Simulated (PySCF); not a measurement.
CH₇ClOSi₃, SMILES O[C@H]1[SiH2][Si@H]([SiH2]1)Cl.

Geometry: PBE-D3(BJ)/def2-SVP. The structure was generated by enumeration; whether it is a known compound was not checked. Other conformers were not sampled.

These are PySCF with TDA-B3LYP/def2-SVPD values and carry that method's errors.

Vertical excitations. The molecule is in vacuum.

| state | energy (eV) | λ (nm) | f | main pairs |
|---|---|---|---|---|
| S1 | 4.78 | 259 | 0.000 | HOMO→LUMO 98 % |
| S2 | 5.28 | 235 | 0.007 | HOMO−1→LUMO 95 % |
| S3 | 5.51 | 225 | 0.068 | HOMO→LUMO+1 64 %, HOMO−2→LUMO 22 % |
| S4 | 5.64 | 220 | 0.037 | HOMO−2→LUMO 75 %, HOMO→LUMO+1 19 % |
| S5 | 5.87 | 211 | 0.020 | HOMO−1→LUMO+1 86 % |
| S6 | 6.14 | 202 | 0.021 | HOMO→LUMO+3 53 %, HOMO→LUMO+2 27 %, HOMO−2→LUMO+1 13 % |
| S7 | 6.26 | 198 | 0.044 | HOMO−2→LUMO+1 55 %, HOMO→LUMO+3 31 % |
| S8 | 6.27 | 198 | 0.076 | HOMO→LUMO+2 40 %, HOMO−1→LUMO+2 22 %, HOMO−2→LUMO+1 16 %, HOMO→LUMO+3 7 % |
| S9 | 6.37 | 195 | 0.020 | HOMO−1→LUMO+2 73 % |
| S10 | 6.45 | 192 | 0.042 | HOMO−3→LUMO 64 %, HOMO−1→LUMO+3 16 % |
| T1 | 4.23 | 293 | 0 | HOMO→LUMO 98 % |
| T2 | 4.92 | 252 | 0 | HOMO−1→LUMO 85 % |
| T3 | 4.94 | 251 | 0 | HOMO→LUMO+1 87 % |
| T4 | 5.32 | 233 | 0 | HOMO−2→LUMO 90 % |
Triplets are in the Tamm–Dancoff approximation.
